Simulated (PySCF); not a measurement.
Compound: C5H8O2.
SMILES with atom numbers: `[CH2:1]=[C:2]([O:3][CH3:4])[C:5]([CH3:6])=[O:7]` (hydrogens: H8, H9 on C1; H10, H11, H12 on C4; H13, H14, H15 on C6)

Computed with TDDFT wB97X-D/def2-SVPD, vertical, gas phase, core orbitals frozen in the response (PySCF 2.14.0, density-fitted response routines). The structure is a single GFN2-xTB conformer in the gas phase; no vibrational or solvent corrections. Torsions of this conformer, `[CH2:1]=[C:2]([O:3][CH3:4])[C:5]([CH3:6])=[O:7]`: C1–C2–O3–C4 0°, C1–C2–C5–C6 180°.

Computed states:

```json
{"state": "S1", "E (eV)": "4.02", "f": "0.0002"}
{"state": "S2", "E (eV)": "5.26", "f": "0.137"}
{"state": "S3", "E (eV)": "7.04", "f": "0.047"}
{"state": "S4", "E (eV)": "7.62", "f": "0.0000"}
{"state": "S5", "E (eV)": "7.67", "f": "0.036"}
{"state": "S6", "E (eV)": "7.70", "f": "0.0029"}
{"state": "S7", "E (eV)": "7.89", "f": "0.0002"}
{"state": "S8", "E (eV)": "7.91", "f": "0.155"}
```

Broadening: Gaussians 0.4 eV wide at half height, area fixed by f = 4.319×10⁻⁹ ∫ε dν̃. The width is an assumption, not a result. The curve ends short of the highest state used, and states not computed would add to its high-energy end.

Problem. What does the envelope look like, and where are its maxima?

Solution. 
(λ (nm), ε (L mol⁻¹ cm⁻¹)): (169.6, 1154), (175.1, 3081), (180.6, 1915), (186.1, 282), (191.6, 13), (197.1, 0), (202.7, 0), (208.2, 2), (213.7, 60), (219.2, 632), (224.7, 2997), (230.2, 7116), (235.7, 9261), (241.2, 7148), (246.8, 3444), (252.3, 1130), (257.8, 263), (263.3, 46), (268.8, 6), (274.3, 1), (279.8, 1), (285.4, 2), (290.9, 4), (296.4, 7), (301.9, 9), (307.4, 11), (312.9, 10), (318.4, 8), (323.9, 6), (329.5, 3), (335.0, 2), (340.5, 1), (346.0, 0), (351.5, 0), (357.0, 0), (362.5, 0)

Maxima: 308 nm (4.02 eV), ε about 11, made up of S1 (100%); 236 nm (5.26 eV), ε about 9300, made up of S2 (100%); 176 nm (7.04 eV), ε about 3200, made up of S3 (100%) (ε in L mol⁻¹ cm⁻¹; maxima over ε = 5, shares over 10%).

Problem. Coming from long wavelengths, where does ε first pass 100 L mol⁻¹ cm⁻¹?

Solution. At about 261 nm (4.75 eV), 0.73 eV above S1.

Problem. On this curve, what absorbance would a 10⁻³ mol/L sample give at 222 nm over a 1 cm path?

Solution. 222 nm is 5.585 eV, where ε is about 1500 L mol⁻¹ cm⁻¹, so A = ε c l ≈ 1.5 (Beer–Lambert, with the gas-phase spectrum and the assumed width).

Problem. What would ε be at 5.26 eV, the highest of these maxima, with half the width (0.2 eV)?

Solution. About 18500 L mol⁻¹ cm⁻¹ against 9260, a factor of about 2.00; a lone state at its own centre would give exactly 2.
